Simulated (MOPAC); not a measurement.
Input file for MOPAC: PM3 on HI (SMILES I).

```
PM3 1SCF PRECISE CHARGE=0 THREADS=1
HI

I     -0.61206319 1    -0.35477476 1    -0.57036527 1
H      0.32422235 1    -0.25240651 1     0.74339824 1
```

It printed:

```
*******************************************************************************
 **                                                                           **
 **                              MOPAC v23.2.5                                **
 **                                                                           **
 *******************************************************************************
 ** MOPAC's Digital Object Identifier: https://doi.org/10.5281/zenodo.6511958 **
 **                                                                           **
 ** Please cite the open-source release paper for use of this MOPAC version:  **
 ** J. E. Moussa and J. J. P. Stewart (2026)                                  **
 ** MOPAC: An open-source semiempirical molecular orbital program             **
 ** J. Open Source Softw., 11(119), 8025, https://doi.org/10.21105/joss.08025 **
 *******************************************************************************

                              PM3 CALCULATION RESULTS

 *******************************************************************************
 *  PM3        - The PM3 Hamiltonian to be used
 *
 *
 *
 *                 CHARGE ON SYSTEM = 0
 *
 *
 *
 *  PRECISE    - TIGHTER CRITERIA TO BE USED
 *  1SCF       - DO 1 SCF AND THEN STOP
 *  THREADS=1  - MULTI-THREADING NOT USED
 *  T=         - A TIME OF 172800.0 SECONDS REQUESTED
 *  DUMP=N     - RESTART FILE WRITTEN EVERY 7200.0 SECONDS REQUESTED
 *******************************************************************************
PM3 1SCF PRECISE CHARGE=0 THREADS=1
 HI

   ATOM   CHEMICAL          X               Y               Z
  NUMBER   SYMBOL      (ANGSTROMS)     (ANGSTROMS)     (ANGSTROMS)

     1       I         -0.61206319  *  -0.35477476  *  -0.57036527  *
     2       H          0.32422235  *  -0.25240651  *   0.74339824  *



          CARTESIAN COORDINATES

    NO.       ATOM           X           Y           Z

     1         I         -0.6121     -0.3548     -0.5704
     2         H          0.3242     -0.2524      0.7434

  H: (PM3): J. J. P. STEWART, J. COMP. CHEM. 10, 209 (1989).
  I: (PM3): J. J. P. STEWART, J. COMP. CHEM. 10, 209 (1989).

           Empirical Formula: H I  =     2 atoms



      MOLECULAR POINT GROUP   :   C*v


      RHF CALCULATION, NO. OF DOUBLY OCCUPIED LEVELS = 4


 -------------------------------------------------------------------------------
 PM3 1SCF PRECISE CHARGE=0 THREADS=1
 HI



     1SCF WAS SPECIFIED, SO BFGS WAS NOT USED
     SCF FIELD WAS ACHIEVED


                              PM3 CALCULATION
                                                       MOPAC v23.2.5 Linux




          FINAL HEAT OF FORMATION =         30.00901 KCAL/MOL =     125.55768 KJ/MOL


          COSMO AREA              =         69.35 SQUARE ANGSTROMS
          COSMO VOLUME            =         53.92 CUBIC ANGSTROMS

          IONIZATION POTENTIAL    =         10.013290 EV
          HOMO LUMO ENERGIES (EV) =        -10.013 -0.781
          NO. OF FILLED LEVELS    =          4
          MOLECULAR WEIGHT        =        127.9124         POINT GROUP:  C*v

          MOLECULAR DIMENSIONS (Angstroms)

            Atom       Atom       Distance
            H     2    I     1     1.61650
            H     2    I     1     0.00000
            I     1    H     2     0.00000


          SCF CALCULATIONS        =          1





   ATOM   CHEMICAL          X               Y               Z
  NUMBER   SYMBOL      (ANGSTROMS)     (ANGSTROMS)     (ANGSTROMS)

     1       I         -0.61206319  *  -0.35477476  *  -0.57036527  *
     2       H          0.32422235  *  -0.25240651  *   0.74339824  *

                             CARTESIAN COORDINATES

   1    I       -0.612063190    -0.354774760    -0.570365270
   2    H        0.324222350    -0.252406510     0.743398240


           Empirical Formula: H I  =     2 atoms



      MOLECULAR POINT GROUP   :   C*v


                  EIGENVALUES
 -15.04085 -13.29023 -10.01329 -10.01329  -0.78110


              NET ATOMIC CHARGES AND DIPOLE CONTRIBUTIONS

  ATOM NO.   TYPE          CHARGE      No. of ELECS.   s-Pop       p-Pop
    1          I          -0.089143        7.0891     1.95716     5.13198
    2          H           0.089143        0.9109     0.91086
 DIPOLE           X         Y         Z       TOTAL
 POINT-CHG.     0.401     0.044     0.563     0.692
 HYBRID         0.090     0.010     0.126     0.155
 SUM            0.491     0.054     0.689     0.847


          ATOMIC ORBITAL ELECTRON POPULATIONS

     Atom    s        px        py        pz
    1  I   1.95716   1.70880   1.99652   1.42666
    2  H   0.91086

 **********************
 *                    *
 * JOB ENDED NORMALLY *
 *                    *
 **********************




 == MOPAC DONE ==
```

The run finished.

Cost: about 0.04 core-seconds (a rough figure).
